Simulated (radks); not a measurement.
Values are calculated unless marked as measured or tabulated.
Q: The table gives one normalised radial function P(r) = r R(r) (large component) of Sm+ in [Xe] 4f5 5d1 6s1 (r in bohr). Level of theory: Dirac Kohn-Sham, BLYP, spin-unpolarised, spherical densities, finite nucleus; open shells fill j = l - 1/2 first; Fermi nuclear charge, rms radius 5.0819 fm (a radial shooting solver on a logarithmic mesh with Libxc functionals).

| r | P |
|---|---|
| 0.003187 | 0.0000 |
| 0.005069 | 0.0000 |
| 0.007998 | 0.0000 |
| 0.01262 | 0.0001 |
| 0.01991 | 0.0003 |
| 0.03141 | 0.0017 |
| 0.04956 | 0.0077 |
| 0.07819 | 0.0321 |
| 0.1244 | 0.1157 |
| 0.1962 | 0.3251 |
| 0.3096 | 0.6825 |
| 0.4884 | 1.0039 |
| 0.7706 | 0.9906 |
| 1.216 | 0.6718 |
| 1.918 | 0.3188 |
| 3.051 | 0.0996 |
| 4.814 | 0.0183 |
| 7.595 | 0.0013 |
| 11.98 | 0.0000 |

Which n and l does it have? It may be an empty orbital.

A: n = 4, l = 3: the number of nodes gives n - l - 1 = 0, the rise at small r points to l (for j = l - 1/2 the large component starts outside the nucleus as r^gamma with gamma = sqrt(l^2 - (Z/c)^2) = 2.97 and the r^(l+1) term takes over further out; the orbital of l - 1 with the same j starts with the same power, but with a larger coefficient, and does not steepen), and the extent must fit the shell. The curve is that of 4f5/2; the two j differ most near the nucleus, where j = l - 1/2 has the larger amplitude, and in heavy atoms j = l - 1/2 is also the more compact. 4f5/2: eigenvalue -14.050 eV, 0 radial nodes, <r> = 0.920 bohr, 90 % of the charge inside 1.58 bohr.
